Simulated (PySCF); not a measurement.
# Electron correlation in Ar³⁺ (argon, charge +3)

[Ne] 3s2 3p3, high-spin 4S determinant. Calculation: PySCF 2.14, in jorge-DZP-DKH (7s4p1d, 24 functions); scalar relativity by spin-free X2C-1e. Frozen: [Ne]; 5 electrons correlated.

MP2 pair energies summed by pair of shells (mhartree):

```json
{"pair": "3s-3p", "energy": "-50.80", "share (%)": "65.9"}
{"pair": "3p-3p", "energy": "-18.80", "share (%)": "24.4"}
{"pair": "3s-3s", "energy": "-7.46", "share (%)": "9.7"}
```

Total MP2 correlation energy: -77.06 mhartree.

Same-spin part -20.56 and opposite-spin part -56.50 mhartree; SCS-MP2 scales them by 1/3 and 6/5 to -74.65 mhartree.

```
  level  correlation energy (mhartree)
   CCSD                         -95.86
    (T)                          -0.80
CCSD(T)                         -96.66
```

Diagnostics: T1 = 0.0011, D1 = 0.0034, largest double amplitude 0.059.

Is a single reference adequate?

Yes: T1 lies below 0.03 and no double amplitude reaches 0.07.
